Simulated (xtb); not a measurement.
H₈N₂OSi₂, SMILES [SiH2](N)O[SiH2]N. All values are semi-empirical tight-binding results from xtb (GFN2-xTB unless named), good for trends rather than for accurate numbers. The structure is a stationary point at GFN2-xTB. Other conformers were not sampled.

Optimised geometry:

Bond lengths (Å): Si1–N2 1.724, Si1–O3 1.617, Si1–H6 1.466, Si1–H7 1.462, N2–H8 1.006, N2–H9 1.008, O3–Si4 1.618, Si4–N5 1.723, Si4–H10 1.466, Si4–H11 1.462, N5–H12 1.008, N5–H13 1.006. Angles (°): N2–Si1–O3 107.8, N2–Si1–H6 117.0, N2–Si1–H7 106.1, O3–Si1–H6 103.5, O3–Si1–H7 108.7, H6–Si1–H7 113.4, Si1–N2–H8 119.2, Si1–N2–H9 117.4, H8–N2–H9 110.1, Si1–O3–Si4 151.3, O3–Si4–N5 107.9, O3–Si4–H10 104.0, O3–Si4–H11 107.9, N5–Si4–H10 116.8, N5–Si4–H11 106.5, H10–Si4–H11 113.4, Si4–N5–H12 117.4, Si4–N5–H13 119.4, H12–N5–H13 110.3.

```yaml
orbital_gap: 5.76 eV
dipole_moment: 1.82 D
zero_point_energy: 55.1 kcal/mol
G − E(el) at 298.15 K (modified RRHO): 33.9 kcal/mol
static polarisability (D4 model): 83.3 bohr³
solvation energy, GFN2-xTB/ALPB(water): -3.1 kcal/mol
solvation energy, GFN2-xTB/ALPB(ether): -5.4 kcal/mol
```

Computed atomic charges and the Wiberg bond orders between heavy atoms:
charges (e) Si1 0.53, N2 -0.41, O3 -0.46, Si4 0.53, N5 -0.41, H6 -0.10, H7 -0.10, H8 0.14, H9 0.16, H10 -0.10, H11 -0.10, H12 0.16, H13 0.14. Bond orders Si1–N2 1.14, Si1–O3 1.07, O3–Si4 1.07, Si4–N5 1.15.
